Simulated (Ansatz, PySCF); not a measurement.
Species: SnH$_{3}$, charge 1, multiplicity 1. 
Structure (B3LYP-D3(BJ)/def2-TZVP (Ansatz, a first-principles code) minimum search):
```
Sn
H 1 1.6913
H 1 1.6913 2 120.00
H 1 1.6913 2 120.00 3 180.00
```
Charge +1, spin multiplicity 1.

Total electronic energies in hartree. Cores are frozen in the correlated levels unless marked. No spin-orbit coupling. The frozen core is the preceding noble-gas configuration, with the filled d and f shells of earlier blocks. Past Kr the def2 sets carry scalar-relativistic core potentials. CBS(X,Y): correlation extrapolated as X^-3; Hartree-Fock from the larger set. The bracket is a focal-point correction in the basis named.

```
level                                                            program  energy (Eh)
--------------------------------------------------------  --------------  -----------
HF/def2-QZVPPD                                                    Ansatz   -214.78983
SVWN5/def2-TZVPD                                                  Ansatz   -215.38642
BP86-D4/def2-TZVPD                                         PySCF + dftd4   -215.88153
TPSS-D4/def2-TZVPD                                         PySCF + dftd4   -215.68183
M06-L/def2-TZVPD                                                   PySCF   -215.92575
PBE0-D3(BJ)/def2-TZVPD                                    Ansatz + dftd3   -215.76345
PBE0/def2-TZVPD                                                   Ansatz   -215.76217
PBE0/def2-QZVPP                                                   Ansatz   -215.76454
TPSSh-D4/def2-TZVPD                                        PySCF + dftd4   -215.69412
r2SCAN0-D4/def2-TZVPD                                     Ansatz + dftd4   -215.80808
r2SCAN0/def2-TZVPD                                                Ansatz   -215.80785
LC-wPBE-D4/def2-TZVPD                                     Ansatz + dftd4   -215.79855
wB97X-V/def2-TZVPD                                                Ansatz   -215.74310
B2GP-PLYP-D4/def2-TZVPD                                   Ansatz + dftd4   -215.40165
MP2/def2-SVPD                                                     Ansatz   -214.85629
MP2/def2-TZVPP                                                    Ansatz   -214.88012
SCS-MP2/def2-SVPD                                                 Ansatz   -214.86744
SCS-MP2/def2-QZVPP                                                Ansatz   -214.90246
CCSD/def2-SVP                                                     Ansatz   -214.87579
CCSD/def2-QZVPPD                                                  Ansatz   -214.90973
CCSD(T)/def2-SVP                                                  Ansatz   -214.87720
RI-MP2/CBS(def2-TZVPP,def2-QZVPP)+[CCSD(T)-MP2]/def2-SVP          Ansatz    -214.9171
CCSD(T)/CBS(def2-TZVPPD,def2-QZVPPD)                              Ansatz    -214.9152
```

Totals of different functionals don't rank their quality; only differences between species are comparable.
